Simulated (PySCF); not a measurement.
# Spin-rotation constants: `C#C/C=C(\F)C(F)(F)F`, C₅H₂F₄

Geometry:
```json
{"atom": "C1", "x (Å)": "-3.027", "y (Å)": "-0.359", "z (Å)": "0.421"}
{"atom": "C2", "x (Å)": "-1.856", "y (Å)": "-0.122", "z (Å)": "0.550"}
{"atom": "C3", "x (Å)": "-0.489", "y (Å)": "0.160", "z (Å)": "0.705"}
{"atom": "C4", "x (Å)": "0.424", "y (Å)": "-0.102", "z (Å)": "-0.230"}
{"atom": "F5", "x (Å)": "0.119", "y (Å)": "-0.660", "z (Å)": "-1.412"}
{"atom": "C6", "x (Å)": "1.899", "y (Å)": "0.186", "z (Å)": "-0.094"}
{"atom": "F7", "x (Å)": "2.178", "y (Å)": "0.746", "z (Å)": "1.091"}
{"atom": "F8", "x (Å)": "2.645", "y (Å)": "-0.922", "z (Å)": "-0.187"}
{"atom": "F9", "x (Å)": "2.341", "y (Å)": "1.031", "z (Å)": "-1.036"}
{"atom": "H10", "x (Å)": "-4.050", "y (Å)": "-0.566", "z (Å)": "0.313"}
{"atom": "H11", "x (Å)": "-0.179", "y (Å)": "0.611", "z (Å)": "1.637"}
```

Method: PySCF, GIAO B3LYP/pcSseg-1 magnetisability, rotational g tensor and spin-rotation constants, non-relativistic, gas phase. Geometry: GFN2-xTB.

Q: Give the nuclear spin-rotation constants along the inertial axes (H = +C I·J) beside the isotropic shieldings.

A: Rotational constants 3.4969, 0.9564, 0.8639 GHz. A star marks the isotopologue with that one atom substituted, in its own axes.
| atom | isotope | Caa (kHz) | Cbb (kHz) | Ccc (kHz) | mean (kHz) | σ (ppm) |
| --- | --- | --- | --- | --- | --- | --- |
| F5 | 19F | 5.696 | 1.198 | 0.283 | 2.392 | 284.4 |
| F7 | 19F | 5.429 | 0.813 | 1.050 | 2.431 | 260.4 |
| F8 | 19F | 4.891 | 1.296 | 0.904 | 2.364 | 249.9 |
| F9 | 19F | 4.890 | 1.296 | 0.904 | 2.363 | 250.0 |
| H10 | 1H | 0.122 | -0.106 | -0.101 | -0.028 | 28.6 |
| H11 | 1H | -0.348 | 0.076 | -0.102 | -0.125 | 26.0 |
| C1 | 13C* | 0.546 | 0.301 | 0.294 | 0.380 | 81.6 |
| C2 | 13C* | 0.020 | 0.337 | 0.304 | 0.220 | 105.3 |
| C3 | 13C* | 1.148 | 0.352 | 0.114 | 0.538 | 79.9 |
| C4 | 13C* | 1.594 | 0.412 | 0.221 | 0.742 | 11.0 |
| C6 | 13C* | 1.169 | 0.294 | 0.261 | 0.575 | 50.9 |

For the geometry as given, no vibrational averaging.
